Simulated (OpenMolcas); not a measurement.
Computed levels of 5s² 5p in ions with 49 electrons, in cm-1 above ²P°_1/2.

| Quantity | Value |
| --- | --- |
| Program | OpenMolcas |
| Method | XMS-RASPT2, IPEA 0.25 Eh, imaginary shift 0.1 Eh |
| Basis | ANO-RCC-VTZP |
| Scalar Hamiltonian | DKH2, point nucleus |
| Spin-orbit coupling | state interaction with AMFI integrals over the reference wave functions, term energies averaged over their components |

Active space for each ion: 3 electrons in 9 orbitals (RAS2 5s 5p; RAS3 5d, at most 2 electrons); closed shells correlated by CASPT2: 4d.

```json
{"Level": "²P°_3/2", "In": "2150", "Sn+": "3750", "Sb2+": "5870", "I4+": "11110", "Xe5+": "13780"}
```

**Question.** Estimate ²P°_3/2 for Te3+ from its neighbours Sb2+ and I4+.

**Answer.** ²P°_3/2 is fine structure, which grows about as the fourth power of a screened charge, so the fourth roots are averaged: ((5870^0.25 + 11110^0.25) / 2)^4 = 8179. The calculation gives 8270, so the estimate is off by -1.1 %; the measured value is 9223 (Moore, Atomic Energy Levels, vol. III, NSRDS-NBS 35 (1971 reprint of NBS Circular 467, 1958)).

CASPT2 breaks the degeneracy within a term, and the mean is taken; among the terms shown or strongly mixed into the levels shown the widest spread is 33 cm-1 (5s² 5p ²P°, In). Active for correlation alone: 5d; no level in the range computed is led by a configuration that fills it, so any true level of that kind is missing. Some high roots are left out of the spin-orbit mixing, which shifts the levels that they would mix with (holds for In). Measured partners are found by configuration, term and J. A level has none where our copy of the source lacks it or the pairing is in doubt (some pairs that miss far off the trend of their configuration count as doubtful), and it then counts in no deviation. Only configurations of the active space appear.

° marks odd parity.
